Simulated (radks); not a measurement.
Results of a calculation; reference values are marked as such.
Exchange energies: the exact (Fock) value of the Kohn-Sham orbitals and density-functional approximations, in hartree. Species: Cd+ [Kr] 4d10 5s1; Br2+ [Ar] 3d10 4s2 4p3; Sc17+ [He] 2s2; F2+ [He] 2s2 2p3; Ir4+ [Xe] 4f14 5d5. Code: a radial shooting solver on a logarithmic mesh with Libxc functionals. Model: non-relativistic Kohn-Sham, exchange-only LDA, spin-polarised, spherical densities, point nucleus. Every spin shell is full or empty, so the densities are truly spherical. Functionals are evaluated on that one density, not self-consistently.

exact: Cd+ -148.492; Br2+ -88.8789; Sc17+ -16.5679; F2+ -9.14064; Ir4+ -322.494
LDA: Cd+ -141.21; Br2+ -83.944; Sc17+ -14.505; F2+ -8.2054; Ir4+ -310.14
RPBE: Cd+ -148.19; Br2+ -88.801; Sc17+ -16.663; F2+ -9.1570; Ir4+ -321.94
WC: Cd+ -147.24; Br2+ -88.057; Sc17+ -16.089; F2+ -8.9288; Ir4+ -320.60
B86b: Cd+ -148.53; Br2+ -88.992; Sc17+ -16.561; F2+ -9.1319; Ir4+ -322.66
APBE: Cd+ -149.01; Br2+ -89.318; Sc17+ -16.675; F2+ -9.1860; Ir4+ -323.46
TPSS: Cd+ -148.13; Br2+ -88.845; Sc17+ -16.662; F2+ -9.1676; Ir4+ -321.30
revTPSS: Cd+ -147.18; Br2+ -88.215; Sc17+ -16.623; F2+ -9.1262; Ir4+ -319.73
MS2: Cd+ -147.67; Br2+ -88.545; Sc17+ -16.658; F2+ -9.1659; Ir4+ -320.49
TASK: Cd+ -145.17; Br2+ -86.735; Sc17+ -16.007; F2+ -8.9048; Ir4+ -316.68
